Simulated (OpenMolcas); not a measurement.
A calculation on S-.

* Program: OpenMolcas
* Method: SS-CASPT2, IPEA 0.25 Eh, imaginary shift 0.1 Eh (closed shells correlated: 2s 2p)
* Basis: ANO-RCC-VTZP [5s4p2d1f]
* Scalar Hamiltonian: DKH2, point nucleus
* Active space: 7 electrons in 4 orbitals (3s 3p)
* State averaging: 2S+1 = 2 even, 1 root (0 in the spin-orbit step); 2S+1 = 2 odd, 3 roots
* Spin-orbit coupling: state interaction with AMFI integrals over the reference wave functions, term energies averaged over their components

(1) Which level of the active space comes out lowest?

(2) How high does 3s2 3p5 2P* 1/2 lie?

## Answers

(1) 3s2 3p5 2P* 3/2, with 100 % of that term.

(2) 0.0568 eV above the lowest level.

No diffuse functions were added, so excited terms of the anion can stand markedly too high. Only configurations of the active space appear.

* marks odd parity.
